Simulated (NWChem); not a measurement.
AlI$_{2}$ cation; SMILES [I][Al+][I]

def2 effective core potentials on I; no spin-orbit coupling.

Question: Give the equilibrium geometry at PBE0/def2-SVP with def2 effective core potentials on I (NWChem) as a list of bonds and angles, with the point group.

Answer: point group D*h; any orientation.
Bonded distances (Å): Al1–I2 2.361, Al1–I3 2.361. Bond angles (°): I2–Al1–I3 180.0.
